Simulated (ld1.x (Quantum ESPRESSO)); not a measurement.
# u(r) = r·R(r): atom against pseudo-atom (Ni (Z = 28))

Columns: radius, all-electron u(r) and pseudo u(r) of the 4p shell (level -1.38 eV) of nickel in the configuration [Ar] 3d8 4s2 4p0; LDA (PZ), non-relativistic, TM scheme, ld1.x (Quantum ESPRESSO) 7.5.

```tsv
r (bohr)	all-electron	pseudo
0.100	0.0956	0.0017
0.200	0.0671	0.0066
0.300	-0.0346	0.0146
0.400	-0.1216	0.0255
0.500	-0.1666	0.0387
0.600	-0.1721	0.0539
0.700	-0.1491	0.0707
0.800	-0.1085	0.0887
0.900	-0.0586	0.1078
1.000	-0.0048	0.1280
1.100	0.0493	0.1494
1.200	0.1017	0.1723
1.300	0.1510	0.1971
1.400	0.1968	0.2239
1.500	0.2387	0.2525
1.600	0.2767	0.2824
1.700	0.3108	0.3125
1.800	0.3413	0.3416
1.900	0.3684	0.3684
2.000	0.3922	0.3922
2.100	0.4130	0.4130
2.200	0.4310	0.4310
2.300	0.4465	0.4465
2.400	0.4596	0.4596
2.500	0.4706	0.4706
2.600	0.4795	0.4795
```

How many radial nodes do the two functions have?

The all-electron 4p function has n − l − 1 = 2; the pseudo-wave has 0, since the states of the same l below it are removed with the core.

At about which radius was the pseudo-wave matched?

2.00 bohr. The columns agree to 0.0005 from 1.80 bohr on; several derivatives are matched, so the curves merge somewhat inside the radius.

Is the pseudo-wave norm-conserving?

Yes: the TM scheme keeps the norm inside the radius equal to the all-electron one, which fixes the energy derivative of the logarithmic derivative at the level.
